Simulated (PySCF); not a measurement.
Computed shifts of a molecule C4H6Ge, PBE/pcSseg-1 in PySCF, GIAO, gas phase, atoms alike by connectivity averaged where their shifts nearly agree, in ppm (number of nuclei): ¹³C: 148.3 (1), 134.7 (1), 93.6 (1), 90.3 (1). ¹H: 6.78 (1), 6.46 (1), 4.65 (3), 3.73 (1). References: ¹³C against TMS (σ = 182.0 ppm); ⁷³Ge against GeH4 (σ = 1614.4 ppm); ¹H against TMS (σ = 31.49 ppm), references at their B3LYP-D3(BJ)/def2-TZVP geometries, non-relativistic. Geometry optimised at PBE0-D3(BJ)/def2-SVP. Other conformers were not sampled.

### Question
Pick the molecule that these values belong to.
A) C1=[CH][GeH2][CH]=C1
B) C#C[C](=C)[GeH3]
C) C#C/C=[CH]/[GeH3]

### Answer
B, C#C[C](=C)[GeH3]
